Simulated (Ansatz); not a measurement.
**Nudged elastic band run: CH₆BNSi**

Input:

```yaml
crystal:
  periodic: [false, false, false]
  atoms:
    - { symbol: C, position_ang: [-1.199815, 0.69204, -1.06583] }
    - { symbol: B, position_ang: [-0.130703, 0.077841, -0.114052] }
    - { symbol: "N", position_ang: [0.339258, -1.162272, 0.275725] }
    - { symbol: Si, position_ang: [1.317972, 0.003517, 1.193159] }
    - { symbol: H, position_ang: [-1.89298, 1.335701, -0.499937] }
    - { symbol: H, position_ang: [-0.715487, 1.3452, -1.810406] }
    - { symbol: H, position_ang: [-1.787687, -0.070858, -1.600704] }
    - { symbol: H, position_ang: [0.143685, -2.137709, 0.071809] }
    - { symbol: H, position_ang: [1.147205, -0.066695, 2.677142] }
    - { symbol: H, position_ang: [2.778561, -0.016764, 0.873105] }
basis:
  gaussian: { orbitals: def2-SVP }
hamiltonian:
  xc: pbe0
neb:
  order_check: false
  images: 9
  f_tol: 0.05
  max_iterations: 36
  initial_path: idpp
  final_atoms:
    - { symbol: C, position_ang: [-1.16899887, 0.68599048, -1.10338226] }
    - { symbol: B, position_ang: [-0.12634609, 0.07742771, -0.11915367] }
    - { symbol: "N", position_ang: [0.14144429, -1.11956046, 0.51816716] }
    - { symbol: Si, position_ang: [1.43393846, -0.02195443, 1.05070462] }
    - { symbol: H, position_ang: [-1.95325929, -0.03056144, -1.39520097] }
    - { symbol: H, position_ang: [-1.65116609, 1.56895783, -0.65286754] }
    - { symbol: H, position_ang: [-0.66615217, 1.04496248, -2.0165067] }
    - { symbol: H, position_ang: [-0.26241269, -2.04992693, 0.56945851] }
    - { symbol: H, position_ang: [1.441749, 0.27127926, 2.51708032] }
    - { symbol: H, position_ang: [2.81121246, -0.4266135, 0.63171152] }
```

Command:

```bash
$ ansatz run input.yaml --threads 1 --pin off --max-ram 2048MiB --backend cpu --events-out ev --progress --plain --runs-dir out
```

Output, in part (warnings, iteration lines, the closing report on the highest movable image, with atoms numbered from 0):

```
NEB end point (image 0): max|allowed force component| = 1.256e-2 eV/Å (the criterion of neb.relax_end_points is 1.000e-2)
NEB end point (image 10): max|allowed force component| = 1.324e-2 eV/Å (the criterion of neb.relax_end_points is 1.000e-2)
NEB iter   1: max|band force component| = 5.380e-1 eV/Å  barrier→ = 0.0409 eV  barrier← = 0.0409 eV  Δτ_max = 0.0383 Å  (263 SCF iters)
NEB iter   2: max|band force component| = 2.124e-1 eV/Å  barrier→ = 0.0252 eV  barrier← = 0.0252 eV  CI = image 5  Δτ_max = 0.0263 Å  (272 SCF iters)
NEB iter   3: max|band force component| = 2.736e-2 eV/Å  barrier→ = 0.0227 eV  barrier← = 0.0226 eV  CI = image 5  Δτ_max = 0.0000 Å  (486 SCF iters)
Total energy: -11166.76064874 eV, -410.3708847391 hartree
Atom 0 at    -1.165224     0.711558    -1.095034 Å, force    -0.000412    -0.026444     0.012593 eV/Å
Atom 1 at    -0.108506     0.105086    -0.120835 Å, force     0.016535     0.007027     0.006567 eV/Å
Atom 2 at     0.092701    -1.068927     0.583129 Å, force    -0.026019     0.006948    -0.020235 eV/Å
Atom 3 at     1.493736    -0.052710     0.982588 Å, force     0.010188    -0.021626     0.017014 eV/Å
Atom 4 at    -2.152890     0.750801    -0.605627 Å, force    -0.004432     0.004751     0.000785 eV/Å
Atom 5 at    -0.909008     1.723617    -1.434582 Å, force    -0.006328     0.019990    -0.013983 eV/Å
Atom 6 at    -1.276999     0.066522    -1.982685 Å, force    -0.000577     0.001170    -0.006261 eV/Å
Atom 7 at    -0.381119    -1.957359     0.714344 Å, force     0.010011    -0.003094     0.007924 eV/Å
Atom 8 at     1.597872     0.324080     2.425823 Å, force    -0.001563     0.007080     0.000687 eV/Å
Atom 9 at     2.809446    -0.602666     0.532889 Å, force     0.002596     0.004197    -0.005092 eV/Å
Dipole moment:    -0.210807    -0.187368    -0.043026 e Å
```

The run converged. A vibrational analysis at the climbing image gives one clearly imaginary mode, 110i cm⁻¹: a first-order saddle point.

Final band (atoms are numbered from 1 in the order of the input):

```csv
image,path coordinate (Å),energy (kJ/mol),dihedral H5–C1–B2–N3 (°)
0,0.00,0.0,123
1,0.33,0.2,110
2,0.65,0.7,97
3,0.98,1.4,84
4,1.30,1.9,71
5,1.63,2.2,59
6,1.95,2.0,47
7,2.28,1.4,36
8,2.60,0.7,24
9,2.92,0.2,12
10,3.24,0.0,1
```

Time of the run: 4.1 min on 1 thread of AMD EPYC (Zen 3), on a shared host, peak memory 0.18 GiB.
